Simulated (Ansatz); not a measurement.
Cost and result for the atomization energy of C₃H₁₁BSi, SMILES `CB(C)C[SiH3]` (16 atoms, 15 bonds).

```xyz
16

C     0.3177   -1.4295    1.1592
B     0.5862   -0.2780    0.1271
C     1.6841    0.7996    0.4382
C    -0.2546   -0.1690   -1.1791
Si   -1.8537    0.7451   -0.7931
H    -0.2046   -0.9946    2.0230
H     1.2497   -1.8349    1.5666
H    -0.2964   -2.2533    0.7894
H     1.8943    0.9307    1.5026
H     1.4910    1.7759   -0.0142
H     2.6174    0.4341   -0.0155
H    -0.5668   -1.1398   -1.5783
H     0.2337    0.4110   -1.9695
H    -1.5672    2.0972   -0.2412
H    -2.6723    0.9089   -2.0244
H    -2.6586   -0.0034    0.2093
```

Charge 0, multiplicity 1. All single points use the PBE0-D4/def2-TZVP geometry. It is one conformer, not always the lowest. Program: Ansatz. All runs use 4 threads of an Arm Neoverse V1 on a shared host. Times are those of one run each, without the atoms' runs, and a repeat can differ threefold. Electronic energies, without spin–orbit coupling; frozen cores. CCSD(T)/CBS adds CCSD(T) − MP2 in def2-TZVPP to the MP2 limit, and its time is that of the two runs behind it. T1 = 0.010. HSE06 is the plane-wave form, built on full-range PBE exchange.

CCSD(T)/CBS is a level of theory with its own doubt, some kJ/mol a heavy atom from the limit and from the frozen cores, so smaller differences don't rank the functionals.

```json
{"level": "LDA (SPW92)/def2-TZVPP", "functions": "320", "wall time": "1.9 s"}
{"level": "BLYP-D4/def2-TZVPP", "functions": "320", "wall time": "3.1 s"}
{"level": "PBE0-D4/def2-TZVPP", "functions": "320", "wall time": "4.3 s"}
{"level": "BHLYP-D4/def2-TZVPP", "functions": "320", "wall time": "4.5 s"}
{"level": "HSE06-D4/def2-TZVPP", "functions": "320", "wall time": "4.7 s"}
{"level": "r2SCANh-D4/def2-TZVPP", "functions": "320", "wall time": "7 s"}
{"level": "PBE-QIDH/def2-TZVPP", "functions": "320", "wall time": "8.5 s"}
{"level": "CCSD(T)/def2-SVP", "functions": "129", "wall time": "9.5 s"}
{"level": "ωB97X-V/def2-TZVPP", "functions": "320", "wall time": "11 s"}
{"level": "B97M-V/def2-TZVPP", "functions": "320", "wall time": "13 s"}
{"level": "MP2/def2-QZVPP", "functions": "628", "wall time": "42 s"}
{"level": "CCSD(T)/def2-TZVPP", "functions": "320", "wall time": "19 min"}
{"level": "CCSD(T)/CBS(def2)", "functions": "–", "wall time": "20 min"}
```

(1) What atomization energy does each give, and how far from CCSD(T)/CBS? (Best estimate.)

## Answers

(1) Ansatz gave: 
```
                 level  atomization (kJ/mol)  difference from CCSD(T)/CBS  per bond
LDA (SPW92)/def2-TZVPP                6617.4                        700.6      46.7
    BLYP-D4/def2-TZVPP                5885.7                        -31.1      -2.1
    PBE0-D4/def2-TZVPP                5944.0                         27.2       1.8
   BHLYP-D4/def2-TZVPP                5852.7                        -64.1      -4.3
   HSE06-D4/def2-TZVPP                5946.7                         29.9       2.0
 r2SCANh-D4/def2-TZVPP                5935.5                         18.7       1.2
   PBE-QIDH/def2-TZVPP                5912.8                         -4.0      -0.3
      CCSD(T)/def2-SVP                5672.9                       -243.9     -16.3
    ωB97X-V/def2-TZVPP                5942.8                         26.0       1.7
     B97M-V/def2-TZVPP                5960.0                         43.2       2.9
        MP2/def2-QZVPP                5895.1                        -21.7      -1.4
    CCSD(T)/def2-TZVPP                5799.0                       -117.8      -7.9
     CCSD(T)/CBS(def2)                5916.8                          0.0       0.0
```

From PBE to PBE0 (25 % exact exchange), in def2-TZVPP and without D4, the atomization energy moves by −29.0 kJ/mol: exact exchange takes away binding that semilocal exchange gives to molecules. The D4 term adds +51.0 kJ/mol with B3LYP and +27.3 kJ/mol with PBE0; it sums over pairs of atoms, weighted by their polarisabilities, and B3LYP, whose exchange is more repulsive, gets the larger term. In def2-TZVPP, CCSD(T) changes the Hartree–Fock value by +1198.9 kJ/mol (the triples alone add +56.2 kJ/mol) and MP2 by +1225.6 kJ/mol; breaking electron pairs costs correlation energy, which Hartree–Fock lacks.

B3LYP here is the variant with VWN-RPA as its local correlation; programs differ in this.
